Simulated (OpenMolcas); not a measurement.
**Lines of As I: computed and rescaled rates**

```
Program             : OpenMolcas 26.06
Method              : SS-CASPT2, IPEA 0.25 Eh, imaginary shift 0.1 Eh (closed shells correlated: 3d)
Basis               : ANO-RCC [9s8p6d4f2g]
Scalar Hamiltonian  : DKH2, point nucleus
Active space        : 5 electrons in 8 orbitals (4s 4p 5s 5p)
State averaging     : 2S+1 = 4 odd, 1 root; 2S+1 = 2 odd, 8 roots; 2S+1 = 4 even, 3 roots; 2S+1 = 2 even, 9 roots
Spin-orbit coupling : RASSI with atomic mean-field integrals over the reference wave functions, term energies averaged over their components
```

Rates come from the transition moments of the reference wave functions (E1 and E2 in the length form). At fixed line strength A goes as λ^-3 for E1 and M1 and as λ^-5 for E2, so a rate at the computed wavelength can be rescaled to the measured one. Measured vacuum wavelengths follow from level energies in NIST Handbook of Basic Atomic Spectroscopic Data. Branching counts decays inside the model space alone, at computed energies, and the table is only a selection of the E2 and M1 lines, drawn from those between levels with measured partners whose computed energy lies within a factor of 1.5 of the measured one.

```tsv
Upper	Lower	Type	λ computed (nm)	λ measured (nm)	A computed (s-1)	A rescaled (s-1)	Branching %
4s2 4p3 2P* 3/2	4s2 4p3 4S* 3/2	M1	524	536.3	1.08e+00		56.8
4s2 4p3 2P* 1/2	4s2 4p3 4S* 3/2	M1	532.3	549.9	4.61e-01		52.2
4s2 4p3 2P* 3/2	4s2 4p3 2D* 3/2	M1	1272	1241	4.03e-01		21.1
4s2 4p3 2P* 1/2	4s2 4p3 2D* 3/2	M1	1322	1317	2.25e-01		25.5
4s2 4p3 2P* 3/2	4s2 4p3 2D* 5/2	M1	1317	1293	2.07e-01		10.9
4s2 4p3 2P* 3/2	4s2 4p3 2D* 5/2	E2	1317	1293	1.47e-01	1.61e-01	7.7
4s2 4p3 2P* 1/2	4s2 4p3 2D* 3/2	E2	1322	1317	1.25e-01	1.27e-01	14.1
4s2 4p3 2P* 1/2	4s2 4p3 2D* 5/2	E2	1371	1375	7.08e-02	6.98e-02	8.0
4s2 4p3 2P* 3/2	4s2 4p3 2D* 3/2	E2	1272	1241	6.67e-02	7.55e-02	3.5
4s2 4p3 2D* 3/2	4s2 4p3 4S* 3/2	M1	890.9	944	3.45e-02		95.1
4s2 4p3 2D* 5/2	4s2 4p3 4S* 3/2	E2	870.2	916.2	3.07e-03		74.6
4s2 4p3 2D* 3/2	4s2 4p3 4S* 3/2	E2	890.9	944	1.76e-03		4.9
4s2 4p3 2D* 5/2	4s2 4p3 4S* 3/2	M1	870.2	916.2	8.44e-04		20.5
4s2 4p3 2D* 5/2	4s2 4p3 2D* 3/2	M1	37510	31040	1.99e-04	3.51e-04	4.9
```

Spin-changing lines and M1 lines between different terms are not rescaled, since their strength hangs on the term gaps too.

The largest correction is for 4s2 4p3 2D* 5/2 → 4s2 4p3 2D* 3/2 (M1): 1.99e-04 × (37510 / 31040)^3 = 3.51e-04 s-1, a factor of 1.76.

No measured rate stands beside these. Rescaling mends the energy factor alone: line strengths can still be far off where a level mixes with configurations outside the active space, and weak or spin-changing lines hang on small mixing coefficients that depend on the term gaps too, so rescaling need not improve them.

Term energies are means over components that CASPT2 splits; among the terms shown or strongly mixed into the levels shown the widest spread is 100 cm-1 (4s2 4p3 2D*). The run also gave levels led by 4s2 4p2 5s, which use shells meant for correlation; these and all levels above them are left out. Measured partners are found by configuration, term and J. A level has none where our copy of the source lacks it or the pairing is in doubt (some pairs that miss far off the trend of their configuration count as doubtful). Only configurations of the active space appear.

* marks odd parity.
